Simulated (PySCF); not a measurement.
# Telling isomers of C2H12FPSi4 apart by NMR

Gas phase, no relativistic terms, a single conformation, equivalent nuclei averaged. Geometry: GFN2-xTB; σ from GIAO-PBE0/pcSseg-1; PySCF 2.14.

Referencing at the same level of theory: $^{1}$H and $^{13}$C against TMS. Splittings of carbon signals by F and P are missing where no couplings were computed. Where no couplings were computed, multiplicities follow the n + 1 count of equivalent neighbours, and m marks all less simple cases (inequivalent or close neighbours, rings, F or P nearby). Shifts are as computed. Against solution values, carbons near 30 ppm lie about +3 ppm off and those near 130 ppm about +5 ppm. Of 1309 compounds with measured shifts, 239 miss one by over three times the rms of a fit or turn the order of signals round; such compounds aren't used in these exercises.

(1) Tabulate the signals of `F[Si@]1(P([SiH3])[SiH3])CC[SiH2]1`, `F[Si@@H](/C=C/[SiH3])P([SiH3])[SiH3]` and their relative energies.

(2) What is the quickest way to tell F[Si@]1(P([SiH3])[SiH3])CC[SiH2]1 from F[Si@@H](/C=C/[SiH3])P([SiH3])[SiH3]?

## Answers

(1) 
```json
{"SMILES": "F[Si@]1(P([SiH3])[SiH3])CC[SiH2]1", "carbon types": "2×CH2", "δC": "30.7, 4.2", "δH": "4.83 (m, 1H), 4.79 (m, 1H), 4.06 (m, 6H), 2.20 (m, 1H), 1.86 (m, 1H), 1.58 (m, 1H), 1.42 (m, 1H)", "E rel. (kcal/mol)": "0.0"}
{"SMILES": "F[Si@@H](/C=C/[SiH3])P([SiH3])[SiH3]", "carbon types": "2×CH", "δC": "158.9, 155.2", "δH": "7.34 (m, 1H), 7.24 (m, 1H), 5.67 (m, 1H), 4.25 (d, 3H), 4.13 (m, 6H)", "E rel. (kcal/mol)": "11.2"}
```

Energies are electronic energies at PBE0/pcSseg-1 on these geometries, without zero-point or thermal terms, each for the one conformer computed, which needn't be the lowest.

(2) Both give the same number of carbon signals, but DEPT or the intensities differ. The first has an sp3 CH2 bonded to Si at 30.7 ppm, the second an alkene CH at 158.9 ppm. In the proton spectra the most deshielded non-exchanging signals are 4.83 (m, 1H) and 7.34 (m, 1H).
